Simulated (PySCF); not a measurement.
Potential energy of TbSi along the bond

Set-up: Tb x2c-SVPall, Si x2c-SVPall; spin-free X2C with a Gaussian nucleus (PySCF 2.14). Energies in eV from Tb (4f9 6s2) + Si in their ground configurations at the same level. State: decet, about 8.1 electrons in the 4f shell (Mulliken), real f orbitals that mix terms.

| R (Å) | ωB97X | PBE0 |
| --- | --- | --- |
| 2.310 | -0.571 | -1.359 |
| 2.417 | -1.051 | -1.817 |
| 2.525 | -1.326 | -2.067 |
| 2.605 | -1.433 | -2.155 |
| 2.686 | -1.478 | -2.178 |
| 2.767 | -1.476 | -2.152 |
| 2.874 | -1.420 | -2.061 |
| 3.008 | -1.293 | -1.889 |
| 3.170 | -1.089 | -1.638 |
| 3.384 | -0.777 | -1.282 |

Problem. Put a parabola through the three lowest points of the ωB97X curve and estimate Re, k and ωe (reduced mass 23.79 u; 1 eV/Å² = 0.16022 mdyn/Å; ωe = 1302.8·√(k/μ) cm⁻¹).

Solution. Through R = 2.605, 2.686, 2.767 Å the second-order coefficient is 3.58 eV/Å², so Re ≈ 2.723 Å, k ≈ 1.15 mdyn/Å and ωe ≈ 286 cm⁻¹. A polynomial fit of higher order to the unrounded ωB97X energies gives Re = 2.721 Å, k = 1.02 mdyn/Å, ωe = 269 cm⁻¹; anharmonicity and rounding make the difference.

The higher-order fit for each curve: ωB97X: Re = 2.721 Å, ωe = 269 cm⁻¹, De = 1.48 eV; PBE0: Re = 2.679 Å, ωe = 297 cm⁻¹, De = 2.18 eV.

These are scalar-relativistic numbers at best; spin–orbit coupling would shift them, the dissociation energy most. With d or f electrons several states lie close, and the lowest PBE0 determinant need not be the measured ground state.
